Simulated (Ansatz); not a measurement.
`CN(C)B(F)F` + `SS` → `CSS` + `CNB(F)F`  (substitution at a C–N bond)

Calculated with Ansatz (gas phase, PBE0-D4/def2-TZVP geometries, no zero-point term in ΔE). CBS: MP2 limit from def2 TZ/QZ plus the TZ coupled-cluster correction, frozen cores. This one scheme is used for every species. Functionals use def2-TZVPP. B3LYP here is the variant with VWN-RPA as its local correlation; programs differ in this. HSE06 is defined as in plane-wave codes. One conformer a species, not always the lowest.

```json
{"level": "LDA (SPW92)", "ΔE (kJ/mol)": "-21.9", "difference from CCSD(T)/CBS": "5.3"}
{"level": "PBE-D4", "ΔE (kJ/mol)": "-29.9", "difference from CCSD(T)/CBS": "-2.7"}
{"level": "revPBE-D4", "ΔE (kJ/mol)": "-29.5", "difference from CCSD(T)/CBS": "-2.3"}
{"level": "r2SCAN-D4", "ΔE (kJ/mol)": "-29.7", "difference from CCSD(T)/CBS": "-2.5"}
{"level": "B97M-V", "ΔE (kJ/mol)": "-28.0", "difference from CCSD(T)/CBS": "-0.8"}
{"level": "PBE0-D4", "ΔE (kJ/mol)": "-28.8", "difference from CCSD(T)/CBS": "-1.6"}
{"level": "B3LYP-D4", "ΔE (kJ/mol)": "-27.3", "difference from CCSD(T)/CBS": "-0.1"}
{"level": "r2SCANh-D4", "ΔE (kJ/mol)": "-29.4", "difference from CCSD(T)/CBS": "-2.2"}
{"level": "r2SCAN0-D4", "ΔE (kJ/mol)": "-28.9", "difference from CCSD(T)/CBS": "-1.7"}
{"level": "HSE06-D4", "ΔE (kJ/mol)": "-29.1", "difference from CCSD(T)/CBS": "-1.9"}
{"level": "BHLYP-D4", "ΔE (kJ/mol)": "-26.0", "difference from CCSD(T)/CBS": "1.2"}
{"level": "CAM-B3LYP-D4", "ΔE (kJ/mol)": "-24.2", "difference from CCSD(T)/CBS": "3.0"}
{"level": "ωB97X-V", "ΔE (kJ/mol)": "-25.4", "difference from CCSD(T)/CBS": "1.8"}
{"level": "ωB97M-V", "ΔE (kJ/mol)": "-26.7", "difference from CCSD(T)/CBS": "0.5"}
{"level": "B2PLYP", "ΔE (kJ/mol)": "-28.3", "difference from CCSD(T)/CBS": "-1.1"}
{"level": "PBE-QIDH", "ΔE (kJ/mol)": "-28.4", "difference from CCSD(T)/CBS": "-1.2"}
{"level": "PBE", "ΔE (kJ/mol)": "-31.1", "difference from CCSD(T)/CBS": "-3.9"}
{"level": "BLYP", "ΔE (kJ/mol)": "-30.5", "difference from CCSD(T)/CBS": "-3.3"}
{"level": "r2SCAN", "ΔE (kJ/mol)": "-30.2", "difference from CCSD(T)/CBS": "-3.0"}
{"level": "PBE0", "ΔE (kJ/mol)": "-29.8", "difference from CCSD(T)/CBS": "-2.6"}
{"level": "r2SCANh", "ΔE (kJ/mol)": "-29.9", "difference from CCSD(T)/CBS": "-2.7"}
{"level": "r2SCAN0", "ΔE (kJ/mol)": "-29.4", "difference from CCSD(T)/CBS": "-2.2"}
{"level": "HSE06", "ΔE (kJ/mol)": "-30.0", "difference from CCSD(T)/CBS": "-2.8"}
{"level": "BHLYP", "ΔE (kJ/mol)": "-26.5", "difference from CCSD(T)/CBS": "0.7"}
{"level": "CAM-B3LYP", "ΔE (kJ/mol)": "-25.1", "difference from CCSD(T)/CBS": "2.1"}
{"level": "LC-ωPBE", "ΔE (kJ/mol)": "-28.0", "difference from CCSD(T)/CBS": "-0.8"}
{"level": "RPA@PBE/def2-TZVPP", "ΔE (kJ/mol)": "-18.8", "difference from CCSD(T)/CBS": "8.4"}
{"level": "HF/def2-SVP", "ΔE (kJ/mol)": "-13.3", "difference from CCSD(T)/CBS": "13.9"}
{"level": "MP2/def2-SVP", "ΔE (kJ/mol)": "-14.5", "difference from CCSD(T)/CBS": "12.7"}
{"level": "CCSD/def2-SVP", "ΔE (kJ/mol)": "-9.8", "difference from CCSD(T)/CBS": "17.4"}
{"level": "CCSD(T)/def2-SVP", "ΔE (kJ/mol)": "-9.8", "difference from CCSD(T)/CBS": "17.4"}
{"level": "HF/def2-TZVPP", "ΔE (kJ/mol)": "-26.4", "difference from CCSD(T)/CBS": "0.8"}
{"level": "MP2/def2-TZVPP", "ΔE (kJ/mol)": "-27.7", "difference from CCSD(T)/CBS": "-0.5"}
{"level": "SCS-MP2/def2-TZVPP", "ΔE (kJ/mol)": "-25.8", "difference from CCSD(T)/CBS": "1.4"}
{"level": "CCSD(T)/def2-TZVPP", "ΔE (kJ/mol)": "-23.4", "difference from CCSD(T)/CBS": "3.8"}
{"level": "MP2/def2-QZVPP", "ΔE (kJ/mol)": "-29.8", "difference from CCSD(T)/CBS": "-2.6"}
{"level": "SCS-MP2/def2-QZVPP", "ΔE (kJ/mol)": "-28.0", "difference from CCSD(T)/CBS": "-0.8"}
{"level": "HF/CBS(def2)", "ΔE (kJ/mol)": "-26.3", "difference from CCSD(T)/CBS": "0.9"}
{"level": "MP2/CBS(def2)", "ΔE (kJ/mol)": "-31.5", "difference from CCSD(T)/CBS": "-4.3"}
{"level": "CCSD/CBS(def2)", "ΔE (kJ/mol)": "-26.5", "difference from CCSD(T)/CBS": "0.7"}
{"level": "CCSD(T)/CBS", "ΔE (kJ/mol)": "-27.2", "difference from CCSD(T)/CBS": "0"}
```

Largest T1 diagnostic among the species: 0.011.

At CCSD(T), def2-SVP lies +17.4 kJ/mol from the extrapolated value and def2-TZVPP +3.8 kJ/mol. From BLYP to BHLYP (50 % exact exchange), in def2-TZVPP and without D4, ΔE moves by +4.0 kJ/mol.
